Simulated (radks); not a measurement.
Species: Cs13+. Configuration: [Kr] 4d6 (the NIST ground configuration).

All-electron calculation, Dirac Kohn-Sham, exchange-only PBE, spin-unpolarised, spherical densities, finite nucleus; open shells fill j = l - 1/2 first; Fermi nuclear charge, rms radius 4.8041 fm. Program: a radial shooting solver on a logarithmic mesh with Libxc functionals.

Energy parts (hartree):
part                   energy
total              -7730.5226
kinetic             8238.2512
electron-nucleus  -18403.0295
Hartree             2615.3903
exchange            -181.1345

Orbitals (lengths in bohr, moments of r in powers of bohr):
orbital,occ.,eigenvalue (hartree),<r^4>,small-component weight
1s1/2,2,-1324.242,2.246e-06,4.12e-02
2s1/2,2,-215.8018,0.0003763,8.87e-03
2p1/2,2,-203.6208,0.0002388,8.90e-03
2p3/2,4,-190.6683,0.0002908,8.42e-03
3s1/2,2,-52.25019,0.01567,2.68e-03
3p1/2,2,-47.16728,0.01475,2.62e-03
3p3/2,4,-44.67047,0.01713,2.49e-03
3d3/2,4,-35.75869,0.01346,2.37e-03
3d5/2,6,-35.22658,0.01410,2.33e-03
4s1/2,2,-16.83163,0.3700,8.53e-04
4p1/2,2,-14.95190,0.4238,7.99e-04
4p3/2,4,-14.38866,0.4804,7.61e-04
4d3/2,4,-11.27367,0.6479,6.50e-04
4d5/2,2,-11.16976,0.6710,6.41e-04

The highest occupied level is 4d5/2 at -303.94 eV. Summed over all electrons, <r^2> = 10.11 bohr^2, which gives a Langevin (diamagnetic) susceptibility term of -8.01 x 10^-6 cm^3/mol. The density falls to 0.001 e/bohr^3 at r = 1.89 bohr.
